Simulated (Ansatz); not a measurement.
Ansatz results at the PBE0-D4/def2-TZVP geometry: HOMO–LUMO gap (ωB97M-V/def2-TZVPP) 10.68 eV; HOMO–LUMO gap (PBE/def2-TZVPP) 3.63 eV; LUMO energy (PBE/def2-TZVPP) -3.96 eV.

Each molecule was computed in one conformer, which needn't be the lowest.

(1) Which molecule gave them?
A. `FC(F)(F)C[O][Sn]([Cl])([Cl])[Cl]`
B. `[Br][SnH]([Br])[Br]`
C. `CC[N](CC)[Sn]([CH3])([CH3])[CH3]`
D. `O[Si](O)(O)[O][Sn]([Cl])([Cl])[Cl]`

## Answers

(1) A. The others give `O[Si](O)(O)[O][Sn]([Cl])([Cl])[Cl]`: 11.13, 4.07, -3.57; `CC[N](CC)[Sn]([CH3])([CH3])[CH3]`: 9.82, 4.12, -0.28; `[Br][SnH]([Br])[Br]`: 10.21, 3.95, -3.44.
